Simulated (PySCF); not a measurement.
**The second ionisation energy along the second row**

All values are computed (PySCF 2.14, energy differences of UHF-based or UKS calculations, no spin-orbit coupling). Values in eV. The last column holds reference values (NIST; (s) semi-empirical, (t) theoretical, else measured). Unmarked ones compare directly (S terms, centres of terms, or small fine structure); those marked * lie between the lowest fine-structure levels and include a spin-orbit shift.

```csv
element,configurations,UHF,MP2 (valence),CCSD(T) (valence),PBE0,SCS-MP2 (valence and next inner shell),CCSD(T) (valence and next inner shell),reference
"Be (aug-cc-pCVTZ-DK, spin-free X2C)",[He] 2s1 → 1s2,18.129,n/a,n/a,18.455,18.181,18.195,18.211
"B (aug-cc-pCVTZ-DK, spin-free X2C)",[He] 2s2 → [He] 2s1,23.449,24.449,25.089,24.571,24.692,25.114,25.155
"C (aug-cc-pCVTZ-DK, spin-free X2C)",[He] 2s2 2p1 → [He] 2s2,24.149,24.367,24.235,24.819,24.345,24.278,24.378
"N (aug-cc-pCVTZ-DK, spin-free X2C)",[He] 2s2 2p2 → [He] 2s2 2p1,29.185,29.610,29.472,29.896,29.495,29.514,29.601 (s) *
"O (aug-cc-pCVTZ-DK, spin-free X2C)",[He] 2s2 2p3 → [He] 2s2 2p2,34.550,35.187,35.018,35.295,34.952,35.056,35.121 *
"F (aug-cc-pCVTZ-DK, spin-free X2C)",[He] 2s2 2p4 → [He] 2s2 2p3,33.367,34.617,34.681,35.241,34.740,34.707,34.950
"Ne (aug-cc-pCVTZ-DK, spin-free X2C)",[He] 2s2 2p5 → [He] 2s2 2p4,39.239,40.756,40.717,40.991,40.765,40.742,40.963 *
```

```tsv
method	elements	mean error (eV)	mean absolute error (eV)	largest error (eV)
UHF	4	-0.900	0.900	-1.706
MP2 (valence)	3	-0.350	0.350	-0.706
CCSD(T) (valence)	3	-0.159	0.159	-0.269
PBE0	4	0.098	0.390	-0.584
SCS-MP2 (valence and next inner shell)	4	-0.184	0.184	-0.463
CCSD(T) (valence and next inner shell)	4	-0.100	0.100	-0.243
```

Errors include the incompleteness of the basis and the frozen core.

"Valence" correlates the outer s and p shells and, in groups 3 to 12 and the f block, the outer d or f shell, open or full, or the next shell where the ion has no valence electron left; the wider scheme adds the next inner shell.
